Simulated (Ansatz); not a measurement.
Basis-set extrapolation for C2H8ClNOSi, SMILES `CC[Si](N)(O)Cl` (PBE0-D4/def2-TZVP geometry, frozen core, Ansatz 0.2.0). Multiplicity 1, RHF reference.

```
                      def2-TZVPP   def2-QZVPP
                 HF  -958.418045  -958.450371
    MP2 correlation    -1.115620    -1.202904
CCSD(T) correlation    -1.214355      not run
```

Energies in hartree. Use E(X) = E(∞) + A·exp(−7.88·√X) for Hartree–Fock and E(X) = E(∞) + B·X^(−2.97) for correlation, with X = 3 and 4, and add CCSD(T) minus MP2 of the smaller set to the MP2 limit.

Question: What is the CCSD(T) energy at the basis-set limit?

Answer: HF limit: -958.450371 + (-0.032326) × 0.13774 = -958.45482. MP2 limit: -1.202904 + (-0.087284) × 0.74074 = -1.26756. Higher-order term: -1.214355 − (-1.115620) = -0.09874. Total: -959.82112 hartree, 495.5 kJ/mol below CCSD(T)/def2-TZVPP.
